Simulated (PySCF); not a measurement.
Br₂W, SMILES [Br][W][Br] (connectivity only; charge and spin as stated), neutral, multiplicity 5.

Coordinates come from a r2SCAN-D4/def2-SVP optimisation. The spin state was assumed, not searched. The def2 effective core potentials stand for the cores of W; spin–orbit coupling is left out.

Two levels are set side by side: PBE/def2-TZVPD (PySCF) and B3LYP/def2-TZVPD (PySCF). Same geometry, gas phase. Differences are taken from unrounded values.

| quantity | B3LYP | PBE | PBE minus B3LYP |
|---|---|---|---|
| α-spin orbital gap (eV) | 2.16 | 0.38 | -1.79 |
| β-spin orbital gap (eV) | 5.12 | 3.84 | -1.28 |
| dipole moment (D) | 1.48 | 1.22 | -0.26 |
| mean polarisability (bohr³) | 92.5 | 96.0 | 3.5 |

Loosely held outer electrons make PBE densities more polarisable. Differences between two approximate levels are no errors against the true value.

Rough cost on one machine, each run with all the roots and properties that it gave: B3LYP against PBE within a factor of 2.
